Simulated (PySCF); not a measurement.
**Ionisation energy of Cr by level of theory**

Cr [Ar] 3d5 4s1 (7S) → Cr⁺ [Ar] 3d5 (6S), as a difference of total energies. Computed with PySCF 2.14 in aug-cc-pwCVTZ, with no relativity, point nucleus. Correlated levels: valence: [Ar] frozen; valence and next inner shell: [Ne] frozen; nothing frozen. The calculations carry no spin-orbit coupling.

```tsv
method	ionisation energy (eV)	difference from reference (eV)
UHF	5.902	-0.865
LDA	7.459	+0.692
PBE	7.258	+0.491
PBE0	6.924	+0.157
r2SCAN	7.211	+0.444
PW91	7.319	+0.552
revPBE	7.173	+0.406
wB97X	6.388	-0.379
MP2 (valence)	6.396	-0.371
SCS-MP2 (valence)	6.067	-0.700
MP2 (valence and next inner shell)	6.642	-0.125
SCS-MP2 (valence and next inner shell)	6.298	-0.469
MP2 (all electrons)	6.640	-0.127
SCS-MP2 (all electrons)	6.297	-0.470
```

Reference: 6.767 eV (measured; NIST Atomic Spectra Database, ionization energies).

These non-relativistic numbers lack the scalar-relativistic shift.

Errors of the correlated levels include the incompleteness of this basis and the frozen core.
